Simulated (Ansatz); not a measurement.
Harmonic frequencies (cm⁻¹) at PBE0-D4/def2-TZVP from Ansatz: 92, 113, 161, 236, 538, 706, 710, 818, 863, 912, 925, 954, 983, 1024, 1223, 2152, 2179, 2195, 2219, 2223, 3653.

**Question.** Which molecule is it?
A. `N[AsH][SiH3]`
B. `[CH3][Al]1[CH]=[CH]1`
C. `[SiH3]C1C=N1`
D. `[SiH3]N[AsH2]`

**Answer.** D.
